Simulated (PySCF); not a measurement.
C₉H₁₀O₂, SMILES COc1ccc(C(C)=O)cc1, GFN2-xTB optimised geometry.

```
21

C     -1.00    -3.72     0.00
O     -1.62    -2.45     0.00
C     -0.84    -1.35     0.00
C     -1.52    -0.12     0.00
C     -0.83     1.07     0.00
C      0.57     1.08     0.00
C      1.38     2.31     0.00
C      0.64     3.63     0.01
O      2.60     2.27     0.00
C      1.24    -0.15     0.00
C      0.56    -1.35     0.00
H     -0.39    -3.86     0.90
H     -0.39    -3.87    -0.89
H     -1.81    -4.44     0.01
H     -2.60    -0.14     0.00
H     -1.39     1.99     0.00
H      1.36     4.44     0.02
H      0.01     3.70     0.89
H      0.01     3.71    -0.87
H      2.32    -0.14     0.00
H      1.11    -2.27     0.00
```

Density from B3LYP/def2-SVP run with PySCF at that geometry.

Minimum of the electron density along straight lines between bonded atoms, close to the bond critical point (lines longer than 1.1 times the sum of covalent radii, or with two minima, are not listed):

```json
[
 {"bond": "C1–O2", "length / Å": "1.409", "ρ at the minimum / e bohr⁻³": "0.254", "∇²ρ there / e bohr⁻⁵": "-0.35", "position (fraction from the first atom)": "0.34"},
 {"bond": "O2–C3", "length / Å": "1.355", "ρ at the minimum / e bohr⁻³": "0.289", "∇²ρ there / e bohr⁻⁵": "-0.29", "position (fraction from the first atom)": "0.67"},
 {"bond": "C3–C4", "length / Å": "1.399", "ρ at the minimum / e bohr⁻³": "0.311", "∇²ρ there / e bohr⁻⁵": "-0.81", "position (fraction from the first atom)": "0.52"},
 {"bond": "C4–C5", "length / Å": "1.375", "ρ at the minimum / e bohr⁻³": "0.318", "∇²ρ there / e bohr⁻⁵": "-0.82", "position (fraction from the first atom)": "0.50"},
 {"bond": "C5–C6", "length / Å": "1.397", "ρ at the minimum / e bohr⁻³": "0.306", "∇²ρ there / e bohr⁻⁵": "-0.77", "position (fraction from the first atom)": "0.51"},
 {"bond": "C6–C7", "length / Å": "1.480", "ρ at the minimum / e bohr⁻³": "0.272", "∇²ρ there / e bohr⁻⁵": "-0.67", "position (fraction from the first atom)": "0.50"},
 {"bond": "C7–C8", "length / Å": "1.511", "ρ at the minimum / e bohr⁻³": "0.258", "∇²ρ there / e bohr⁻⁵": "-0.62", "position (fraction from the first atom)": "0.51"},
 {"bond": "C7–O9", "length / Å": "1.213", "ρ at the minimum / e bohr⁻³": "0.407", "∇²ρ there / e bohr⁻⁵": "0.38", "position (fraction from the first atom)": "0.33"},
 {"bond": "C6–C10", "length / Å": "1.395", "ρ at the minimum / e bohr⁻³": "0.309", "∇²ρ there / e bohr⁻⁵": "-0.78", "position (fraction from the first atom)": "0.50"},
 {"bond": "C3–C11", "length / Å": "1.393", "ρ at the minimum / e bohr⁻³": "0.311", "∇²ρ there / e bohr⁻⁵": "-0.80", "position (fraction from the first atom)": "0.52"},
 {"bond": "C10–C11", "length / Å": "1.379", "ρ at the minimum / e bohr⁻³": "0.316", "∇²ρ there / e bohr⁻⁵": "-0.81", "position (fraction from the first atom)": "0.50"},
 {"bond": "C1–H12", "length / Å": "1.094", "ρ at the minimum / e bohr⁻³": "0.281", "∇²ρ there / e bohr⁻⁵": "-1.07", "position (fraction from the first atom)": "0.64"},
 {"bond": "C1–H13", "length / Å": "1.094", "ρ at the minimum / e bohr⁻³": "0.281", "∇²ρ there / e bohr⁻⁵": "-1.07", "position (fraction from the first atom)": "0.64"},
 {"bond": "C1–H14", "length / Å": "1.089", "ρ at the minimum / e bohr⁻³": "0.286", "∇²ρ there / e bohr⁻⁵": "-1.12", "position (fraction from the first atom)": "0.64"},
 {"bond": "C4–H15", "length / Å": "1.079", "ρ at the minimum / e bohr⁻³": "0.284", "∇²ρ there / e bohr⁻⁵": "-1.08", "position (fraction from the first atom)": "0.63"},
 {"bond": "C5–H16", "length / Å": "1.078", "ρ at the minimum / e bohr⁻³": "0.286", "∇²ρ there / e bohr⁻⁵": "-1.10", "position (fraction from the first atom)": "0.63"},
 {"bond": "C8–H17", "length / Å": "1.087", "ρ at the minimum / e bohr⁻³": "0.279", "∇²ρ there / e bohr⁻⁵": "-1.05", "position (fraction from the first atom)": "0.64"},
 {"bond": "C8–H18", "length / Å": "1.088", "ρ at the minimum / e bohr⁻³": "0.275", "∇²ρ there / e bohr⁻⁵": "-1.00", "position (fraction from the first atom)": "0.63"},
 {"bond": "C8–H19", "length / Å": "1.088", "ρ at the minimum / e bohr⁻³": "0.275", "∇²ρ there / e bohr⁻⁵": "-1.00", "position (fraction from the first atom)": "0.62"},
 {"bond": "C10–H20", "length / Å": "1.080", "ρ at the minimum / e bohr⁻³": "0.287", "∇²ρ there / e bohr⁻⁵": "-1.13", "position (fraction from the first atom)": "0.64"},
 {"bond": "C11–H21", "length / Å": "1.079", "ρ at the minimum / e bohr⁻³": "0.284", "∇²ρ there / e bohr⁻⁵": "-1.07", "position (fraction from the first atom)": "0.63"}
]
```
